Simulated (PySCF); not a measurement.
From computed data to an observable: chemical shift, span and skew from a shielding tensor

FH₆NOSi₂, SMILES O[Si@H](F)N[SiH3]. Atoms are numbered in the order given.

```xyz
11

O     -1.8551    -0.7140     1.1386
Si    -0.4087     0.0254     0.8278
F     -0.6868     1.5649     1.2521
N      0.0194    -0.1195    -0.8341
Si     1.6000    -0.3342    -1.5573
H     -1.9743    -1.6050     0.7917
H      0.7237    -0.4621     1.6408
H     -0.7385     0.0782    -1.4880
H      1.5723    -1.4413    -2.5582
H      2.0823     0.8942    -2.2552
H      2.5428    -0.6774    -0.4584
```

Geometry: B3LYP-D3(BJ)/def2-SVP. The structure was generated by enumeration; whether it is a known compound was not checked. One conformer was computed; it need not be the lowest.

GIAO shieldings from PBE0/pcSseg-1 in PySCF, non-relativistic, no solvent. The symmetric part of the tensor of N4 has the principal values 189.0, 228.6, 278.1 ppm. The same nucleus in NH3 has σ = 267.4 ppm at this level (PySCF, at its B3LYP-D3(BJ)/def2-TZVP geometry).

**Question.** Work out the isotropic shielding, the ¹⁵N shift against NH3, the span and the skew.

**Answer.** 
σ(iso) = (σ11 + σ22 + σ33)/3 = 231.9 ppm. δ = σ(ref) − σ(iso) = 267.4 − (231.9) = 35.5 ppm.
Span Ω = σ33 − σ11 = 89.1 ppm. Skew κ = 3(σ(iso) − σ22)/Ω = 0.11. Tumbling in solution averages the tensor to δ; in a static solid the shielding alone would spread this spin-1/2 line over Ω.
